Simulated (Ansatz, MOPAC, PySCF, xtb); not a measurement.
The molecule SiSe, closed-shell singlet (the spin of the measured ground state). No spin–orbit coupling. Se is treated without relativity.

Seven points along R, fitted to fifth degree in 1/R; most abundant isotopes. Runs in def2 and cc sets follow the lowest solution found near the PBE0 minimum. The singlet is held restricted. HF and MP2 rows in def2 and cc sets belong to the determinant that coupled cluster picked by its CCSD energy.

The values were computed with Ansatz (a program for electronic structure); MOPAC for AM1, PM6, PM7 (differences of heats of formation); PySCF for 3-21G rows, LANL2DZ rows, STO-3G rows; xtb for the GFN methods. Each number belongs to the level named beside it.

```
level                                r_e (Å)  ω_e (cm⁻¹)  α_e (cm⁻¹)  ω_e x_e (cm⁻¹)  D_e (eV)  dipole (D)
-----------------------------------  -------  ----------  ----------  --------------  --------  ----------
AM1                                    2.100         369     0.00065            -1.6         -           -
PM6                                    2.048         513     0.00057            0.89         -           -
PM7                                    2.064         528     0.00051             1.3         -           -
GFN2-xTB                               2.125         573      0.0013             3.3         -           -
HF/STO-3G                              2.010         731     0.00050             1.2         -        3.23
HF/3-21G                               2.117         559     0.00071             1.4         -        2.26
HF/def2-TZVPP                          2.044         633     0.00065             1.4         -           -
HF/def2-QZVPP                          2.043         632     0.00065             1.4         -           -
SVWN5/def2-TZVPP                       2.064         575     0.00075             1.5      6.69        1.30
PBE/def2-TZVPP                         2.085         561     0.00074             1.5      5.82        1.27
BP86/LANL2DZ                           2.173         496     0.00069             1.3         -        1.39
r2SCAN/def2-TZVPP                      2.068         583     0.00073             1.5      5.66        1.30
B97M-V/def2-TZVPP                      2.061         593     0.00072             1.6      5.72        1.30
B3LYP/LANL2DZ                          2.154         514     0.00068             1.3         -        1.58
B3LYP/def2-TZVPP                       2.073         577     0.00073             1.5      5.51        1.52
PBE0/def2-TZVPP                        2.062         594     0.00070             1.5      5.53        1.43
BHLYP/def2-TZVPP                       2.050         610     0.00069             1.4      5.15        1.70
CAM-B3LYP/def2-TZVPP                   2.050         607     0.00069             1.4      5.38        1.62
wB97X-V/def2-TZVPP                     2.045         622     0.00066             1.4      5.59        1.58
wB97M-V/def2-TZVPP                     2.050         613     0.00067             1.4      5.62        1.73
B2PLYP/def2-TZVPP                      2.074         574     0.00076             1.7      5.58           -
MP2/def2-TZVPP                         2.068         591     0.00071             1.5         -           -
MP2/CBS(def2-TZVPP, def2-QZVPP)        2.054         596     0.00072             1.5         -           -
SCS-MP2/def2-TZVPP                     2.068         592     0.00071             1.5         -           -
SCS-MP2/def2-QZVPP                     2.061         595     0.00072             1.5         -           -
CCSD/def2-TZVPP                        2.062         603     0.00069             1.5      5.13           -
CCSD/def2-QZVPP                        2.053         608     0.00069             1.5      5.28           -
CCSD(T)/def2-TZVPP                     2.075         580     0.00075             1.7      5.43           -
CCSD(T)/def2-QZVPP                     2.067         583     0.00075             1.6      5.60           -
CCSD(T)/CBS(def2-TZVPP, def2-QZVPP)    2.061         587     0.00075             1.6      5.73           -
```

D_e counts from each atom's lowest state at the same level, without counterpoise or zero-point energy.

Correlated levels freeze the inner cores; with def2 sets outer-core shells near the valence are correlated too. CBS: X⁻³ extrapolation of the correlation energy, Hartree–Fock from the larger set. Rows in 3-21G, LANL2DZ, STO-3G carry no dispersion term and start afresh at each structure; the Pople sets are all-electron and without relativity. LANL2DZ brings its own core potentials from Na on. The state that AM1, PM6, PM7 reach isn't checked; PM7 holds dispersion and hydrogen-bond terms.

Measured for the ground state: r_e 2.0583 Å [microwave values compiled in ACS Omega 2, 8373 (2017)]. D_0 5.537 ± 0.14 eV (a handbook's tabulated 298 K bond energy less 3RT/2; such tables hold older values) [Luo, bond dissociation energies, CRC Handbook]. dipole 1.1 D [compilation of Liu, Meijer and Pérez-Ríos].
